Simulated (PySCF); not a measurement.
# Te⁴⁵⁺ (tellurium, charge +45) across methods

[He] 2s2 2p3, high-spin 4S determinant. All numbers are calculated (PySCF 2.14, no relativity, point nucleus, in an even-tempered Gaussian basis (17 s from 22 bohr⁻², ratio 2.2; 10 p from 28 bohr⁻², ratio 2.2; 5 d from 110 bohr⁻², ratio 2.4; 5 f from 160 bohr⁻², ratio 2.4; 4 g from 240 bohr⁻², ratio 2.4)).

```csv
method,E (hartree),mean ε 2s α (eV),mean ε 2s β (eV),mean ε 2p α (eV),Σ⟨r²⟩ (bohr²),⟨S²⟩
PBE0,-4172.34,-7799.8,-7726.1,-7621.4,0.07427,3.750
UHF,-4172.60334,-7900.9,-7779.5,-7706.4,0.07422,3.750
TPSSh,-4172.85,-7785.5,-7718.1,-7606.2,0.07427,3.750
PBE,-4172.17,-7765.7,-7707.5,-7592.7,0.07429,3.750
r2SCAN,-4172.70,-7785.7,-7711.6,-7606.9,0.07424,3.750
r2SCAN0,-4172.73,-7814.6,-7729.1,-7632.0,0.07423,3.750
```

Question: Estimate the same row for LDA.

Answer: E (hartree) = -4167.34; mean ε 2s α (eV) = -7758.6; mean ε 2s β (eV) = -7700.6; mean ε 2p α (eV) = -7588.7; Σ⟨r²⟩ (bohr²) = 0.07434; ⟨S²⟩ = 3.750.

A non-relativistic calculation at this Z misses sizeable relativistic shifts. Spin-orbit coupling is strong in this species (close to jj coupling), so the high-spin LS determinant is a model state, not a physical level.
